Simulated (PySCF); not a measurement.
# Dipole polarisabilities along group 13, charge +2

Calculated with PySCF 2.14 for the ground configurations, without spin-orbit coupling: coupled response for Hartree-Fock and DFT. Mean α in bohr³, C₆ of like pairs in atomic units.

| species | α UHF | α PBE | α PBE0 | C₆ UHF | C₆ PBE | C₆ PBE0 |
| --- | --- | --- | --- | --- | --- | --- |
| B²⁺ [He] 2s1 (aug-cc-pV5Z, non-relativistic) | 7.946 | 6.982 | 7.200 | 11.16 | 9.266 | 9.684 |
| Al²⁺ [Ne] 3s1 (aug-cc-pV(5+d)Z, non-relativistic) | 15.43 | 13.64 | 14.18 | 43.97 | 36.57 | 38.70 |
| Ga²⁺ [Ar] 3d10 4s1 (aug-cc-pV5Z-PP with ECP10MDF, ECP) | 12.11 | 9.345 | 9.904 | 37.15 | 27.84 | 29.55 |
| In²⁺ [Kr] 4d10 5s1 (aug-cc-pV5Z-PP with ECP28MDF, ECP) | 17.51 | 13.07 | 13.86 | 79.81 | 60.79 | 63.80 |
